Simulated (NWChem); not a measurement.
System: HfO2; SMILES [O]=[Hf]=[O]

Program: NWChem. Medium grid unless said otherwise, to which SCAN and Minnesota functionals are sensitive. Coordinates come from a PBE-D3(BJ)/def2-SVP optimisation. def2 effective core potentials on Hf; no spin-orbit coupling. Hybrids' shares of exact exchange are those that their runs print; pure functionals count as 0. The functionals differ in more than this share.

```csv
row,share of exact exchange,highest occupied level (eV)
PBE/def2-SVP,0.00,-5.18
BLYP/def2-SVP,0.00,-5.09
B3LYP/def2-SVP,0.20,-6.39
B97-2/def2-SVP,0.21,-6.33
PW6B95/def2-SVP,0.28,-6.75
M06-2X/def2-SVP,0.54,withheld
```

Task: Fit a straight line of the last column on the one before it, predict the withheld value, and compare with the run.

Result: 
1. Means of the 5 shown rows: x = 0.138, y = -5.948. Slope Σ(x − x̄)(y − ȳ)/Σ(x − x̄)² = -0.3932/0.06728 = -5.844; intercept -5.142.
2. The shown rows scatter about the line by 0.051 (root mean square); the largest residual is -0.08, at B3LYP/def2-SVP.
3. At x = 0.54 (M06-2X/def2-SVP; beyond the shown range) the line gives -8.30.
4. The run gives -8.11, +0.19 from the line, 3.8 times the scatter.
